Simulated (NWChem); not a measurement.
The numbers come from NWChem runs, not from measurements. System: H$_{3}$BN, charge 1, spin multiplicity 1, at the geometry of a parent with another charge or spin, in a state set for the comparison that need not be this species' ground state. Level: PBE/def2-TZVPD.

Output (cleaned and shortened):

```
             Northwest Computational Chemistry Package (NWChem) 7.3.0
             --------------------------------------------------------

                                NWChem Input Module
                                -------------------

 Scaling coordinates for geometry "geometry" by  1.889725989
 (inverse scale =  0.529177249)

 Turning off AUTOSYM since
 SYMMETRY directive was detected!

                             Geometry "geometry" -> ""
                             -------------------------

 Output coordinates in angstroms (scale by  1.889725989 to convert to a.u.)

  No.       Tag          Charge          X              Y              Z
 ---- ---------------- ---------- -------------- -------------- --------------
    1 B                    5.0000    -0.78188400     0.35144500     0.00000000
    2 N                    7.0000     0.51414400    -0.11508600     0.00000000
    3 H                    1.0000    -1.77111200    -0.34248200     0.00000000
    4 H                    1.0000     0.75721900    -1.10253400     0.00000000
    5 H                    1.0000     1.32430500     0.49339300     0.00000000

 Effective nuclear repulsion energy (a.u.)      27.7282369953

            Nuclear Dipole moment (a.u.)
            ----------------------------
        X                 Y               Z
 ---------------- ---------------- ----------------
    -0.0000000000     0.0000000000     0.0000000000

      Symmetry information
      --------------------

 Group name             Cs
 Group number              2
 Group order               2
 No. of unique centers     5

      Symmetry unique atoms

     1    2    3    4    5


 Summary of "ao basis" -> "" (spherical)
 ------------------------------------------------------------------------------
       Tag                 Description            Shells   Functions and Types
 ---------------- ------------------------------  ------  ---------------------
 *                         def2-tzvpd                 on all atoms

  pbe96 is a nonlocal functional; adding pw91lda local functional.

                                 NWChem DFT Module
                                 -----------------

 Summary of "ao basis" -> "ao basis" (spherical)
 ------------------------------------------------------------------------------
       Tag                 Description            Shells   Functions and Types
 ---------------- ------------------------------  ------  ---------------------
[...]
     8      0.091732  1 B  py                44      0.087689  2 N  px
    51      0.087612  2 N  py                 7      0.071746  1 B  px

 Vector    6  Occ=2.000000D+00  E=-6.391468D-01  Symmetry=a'
              MO Center= -1.1D+00,  1.9D-02, -5.1D-16, r^2= 1.4D+00
   Bfn.  Coefficient  Atom+Function         Bfn.  Coefficient  Atom+Function
  ----- ------------  ---------------      ----- ------------  ---------------
     7      0.314991  1 B  px                76     -0.241693  3 H  s
    10      0.228220  1 B  px                44     -0.187687  2 N  px
    75     -0.175487  3 H  s                  3     -0.168515  1 B  s
    47     -0.124025  2 N  px                94     -0.098966  5 H  s
     2      0.089313  1 B  s                  4     -0.085889  1 B  s

 Vector    7  Occ=2.000000D+00  E=-5.564597D-01  Symmetry=a"
              MO Center=  2.4D-01, -1.3D-02, -3.0D-15, r^2= 1.1D+00
   Bfn.  Coefficient  Atom+Function         Bfn.  Coefficient  Atom+Function
  ----- ------------  ---------------      ----- ------------  ---------------
    46      0.391203  2 N  pz                49      0.347952  2 N  pz
     9      0.231477  1 B  pz                52      0.200247  2 N  pz
    12      0.170308  1 B  pz                24     -0.025285  1 B  d  1

 Vector    8  Occ=0.000000D+00  E=-4.295179D-01  Symmetry=a'
              MO Center= -7.6D-01,  6.4D-01, -7.7D-16, r^2= 1.6D+00
   Bfn.  Coefficient  Atom+Function         Bfn.  Coefficient  Atom+Function
  ----- ------------  ---------------      ----- ------------  ---------------
     8      0.428218  1 B  py                11      0.362770  1 B  py
     4      0.278504  1 B  s                  3      0.185442  1 B  s
     5      0.136377  1 B  s                 76     -0.134520  3 H  s
    77     -0.128659  3 H  s                 85      0.113490  4 H  s
     2     -0.093123  1 B  s                 14      0.080178  1 B  py

 Vector    9  Occ=0.000000D+00  E=-3.168441D-01  Symmetry=a"
              MO Center= -5.8D-01,  2.6D-01, -7.8D-16, r^2= 1.9D+00
   Bfn.  Coefficient  Atom+Function         Bfn.  Coefficient  Atom+Function
  ----- ------------  ---------------      ----- ------------  ---------------
     9      0.449800  1 B  pz                12      0.438373  1 B  pz
    46     -0.252168  2 N  pz                49     -0.240393  2 N  pz
    52     -0.196363  2 N  pz                15      0.171946  1 B  pz
    83      0.056192  3 H  pz                24      0.050846  1 B  d  1
    66      0.042562  2 N  d  1              61      0.031902  2 N  d  1

 Vector   10  Occ=0.000000D+00  E=-2.061344D-01  Symmetry=a'
              MO Center=  8.3D-01, -2.2D-01,  9.3D-16, r^2= 5.0D+00
   Bfn.  Coefficient  Atom+Function         Bfn.  Coefficient  Atom+Function
  ----- ------------  ---------------      ----- ------------  ---------------
    43      1.968893  2 N  s                  5     -0.884082  1 B  s
    41     -0.513544  2 N  s                  6      0.376207  1 B  s
    86     -0.364027  4 H  s                 95     -0.280580  5 H  s
    91     -0.225782  4 H  py                10      0.208765  1 B  px
    99      0.195845  5 H  px                42     -0.190576  2 N  s

 center of mass
 --------------
 x =  -0.07384555 y =   0.08752667 z =   0.00000000

 moments of inertia (a.u.)
 ------------------
          10.976626246251          12.051003101073           0.000000000000
          12.051003101073          56.765760809940           0.000000000000
           0.000000000000           0.000000000000          67.742387056190

     Multipole analysis of the density
     ---------------------------------

     L   x y z        total         alpha         beta         nuclear
     -   - - -        -----         -----         ----         -------
     0   0 0 0      1.000000     -7.000000     -7.000000     15.000000

     1   1 0 0     -0.208960     -0.104480     -0.104480     -0.000000
     1   0 1 0      0.343918      0.171959      0.171959      0.000000
     1   0 0 1     -0.000000     -0.000000     -0.000000      0.000000

     2   2 0 0     -3.279372    -20.157660    -20.157660     37.035949
     2   1 1 0     -0.992792      1.937328      1.937328     -4.867448
     2   1 0 1     -0.000000     -0.000000     -0.000000      0.000000
     2   0 2 0     -4.544605     -6.355088     -6.355088      8.165572
     2   0 1 1      0.000000      0.000000      0.000000      0.000000
     2   0 0 2     -8.856102     -4.428051     -4.428051      0.000000

 Task  times  cpu:        7.1s     wall:        7.1s

 Total times  cpu:        7.2s     wall:        7.2s
```

Question: Write an NWChem input that would produce this output.

Answer: One answer among several that fit: 
```
start mol
memory heap 200 mb stack 900 mb global 1100 mb
charge 1
geometry units angstroms nocenter noautoz
  B     -0.781884     0.351445     0.000000
  N      0.514144    -0.115086     0.000000
  H     -1.771112    -0.342482     0.000000
  H      0.757219    -1.102534     0.000000
  H      1.324305     0.493393     0.000000
  symmetry group Cs
end
basis spherical
  * library def2-tzvpd
end
dft
  xc xpbe96 cpbe96
  semidirect memsize 60000000 filesize 0
  iterations 100
end
task dft energy
```
